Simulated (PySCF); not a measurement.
Hf(NCO)4, C4HfN4O4 (singlet state).
Cartesian coordinates in Å at the PBE0-D3(BJ)/def2-SVP level; atoms count from 1:
```
atom  x, y, z in Å
Hf1   -0.0239   -0.0038    0.0286
N2     0.0025   -0.0276    2.0567
C3     0.0364   -0.0398    3.2668
O4     0.0693   -0.0518    4.4300
N5     1.8794   -0.0051   -0.6661
C6     3.0140   -0.0061   -1.0881
O7     4.1045   -0.0071   -1.4940
N8    -0.9688    1.6635   -0.6345
C9    -1.5190    2.6614   -1.0436
O10   -2.0466    3.6201   -1.4393
N11   -0.9814   -1.6489   -0.6704
C12   -1.5124   -2.6316   -1.1372
O13   -2.0233   -3.5754   -1.5867
```

The calculation used PBE0-D3(BJ)/def2-SVP geometry optimisation, gas phase, def2 core potentials past Kr in PySCF.

(1) Which atoms are bound to Hf1, and at what distances?

(2) List the angles at Hf1.

(3) What is the shape at Hf1?

(4) What are the other bond lengths?

(5) Give some angles away from the centre.

## Answers

(1) 4 atoms: N5 2.026 Å, N11 2.028 Å, N8 2.028 Å, N2 2.028 Å. The nearest atom not counted as bound is C6, at 3.24 Å (others tie with it).

(2) 
| angle | degrees | distance of the outer atoms (Å) |
| --- | --- | --- |
| N2–Hf1–N8 | 110.0 | 3.32 |
| N2–Hf1–N11 | 110.0 | 3.32 |
| N8–Hf1–N11 | 109.5 | 3.31 |
| N2–Hf1–N5 | 109.3 | 3.31 |
| N5–Hf1–N8 | 109.0 | 3.30 |
| N5–Hf1–N11 | 109.0 | 3.30 |

(3) Tetrahedral: angles from 109.0° to 110.0°; τ4 = (360° − α − β)/141° = 0.99 with α and β the two widest (0 for a square, 1 for a tetrahedron).

(4) N2–C3 and 3 like bonds 1.211 Å; C3–O4 and 3 like bonds 1.164 Å.

(5) Hf1–N2–C3 179.1°, N2–C3–O4 180.0°, Hf1–N11–C12 177.0°.

Charge 0, singlet. No frequency check.
